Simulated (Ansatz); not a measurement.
Single points on the cluster Pb3SeBr4⁺.

```yaml
crystal:
  periodic: [false, false, false]
  atoms:
    - {symbol: Pb, position_ang: [-1.978481, 0.744494, 1.591780]}
    - {symbol: Pb, position_ang: [1.815610, 1.232694, 0.075269]}
    - {symbol: Pb, position_ang: [-0.509308, -1.468418, -1.551124]}
    - {symbol: Se, position_ang: [-0.869589, 1.370736, -1.033446]}
    - {symbol: Br, position_ang: [1.241190, 0.706916, -2.948322]}
    - {symbol: Br, position_ang: [-2.030926, -1.976814, 0.963512]}
    - {symbol: Br, position_ang: [1.788736, -1.622938, 0.138390]}
    - {symbol: Br, position_ang: [0.542779, 1.013338, 2.763941]}
basis:
  gaussian: {orbitals: def2-SVP, initial_orbitals: start.molden}
total_charge: 1
magnetization: {spin_polarized: true, initial_magnetization: 1}
hamiltonian: {xc: pbe0, dispersion: d4}
scf: {omitted_lower_state_checks: [starts]}
output: {orbitals: {seedname: orbitals}}
```

The file start.molden holds the orbitals of an earlier run on this structure, at another level or in another basis.

```sh
$ ansatz run in.yaml --threads 6 --pin off --events-out ev --progress --plain --max-ram 7833MiB
```

Shortened log:

```
Functional definition: PBE0
  name "PBE0"
  cite "Adamo & Barone, J. Chem. Phys. 110, 6158 (1999) doi:10.1063/1.478522"
  cite "Perdew, Burke & Ernzerhof, Phys. Rev. Lett. 77, 3865 (1996) doi:10.1103/PhysRevLett.77.3865"
  parent pbe
  parameter a = 0.25
  parameter kappa = 0.804
  parameter beta = 0.06672455060314922
  exchange = (1 - a)*pbe_x(kappa = kappa, mu = beta*pi^2/3) + a*exact_x
  correlation = pbe_c(beta = beta)
these checks for a lower state are left out or cut short: starts
2560 factors; integrals over basis functions are off by at most 3.1e-4 eV
mean field evaluation 1: about -361200.9575 eV, gradient 8.6e0 eV
mean field evaluation 2: about -361201.2002 eV, gradient 3.4e-1 eV
mean field evaluation 4: about -361201.2496 eV, gradient 9.8e-3 eV
mean field evaluation 8: about -361201.2496 eV, gradient 2.0e-5 eV
mean field -361201.24961886 eV, -13273.9010924927 hartree, gradient 2.0e-5 eV, S^2 0.755345; 0 other end points of the search recorded, 0 dependent functions left out
reference -361201.24965524 eV, -13273.9010938295 hartree; 120, 119 occupied and 118, 119 virtual orbitals, 2560 factors
Total energy: -361201.98441521 eV, -13273.9280957606 hartree
Checks for a lower state left out: starts
```

Run time 17 s (6 threads of Intel Xeon on a shared host), peak host memory 2 GiB.

As the first input, with `hamiltonian: {xc: pbe, dispersion: d4}` (abridged; 6.5 s):

```
Functional definition: PBE
mean field -361192.41539155 eV, -13273.5764406271 hartree, gradient 1.9e-5 eV, S^2 0.751839
Total energy: -361193.24353358 eV, -13273.6068742853 hartree
Checks for a lower state left out: starts
```

Geometry: PBE-D4/def2-SVP.

In the def2 sets Pb takes a core potential; there is no spin–orbit coupling. The structure comes from a short search, and lower isomers may exist.
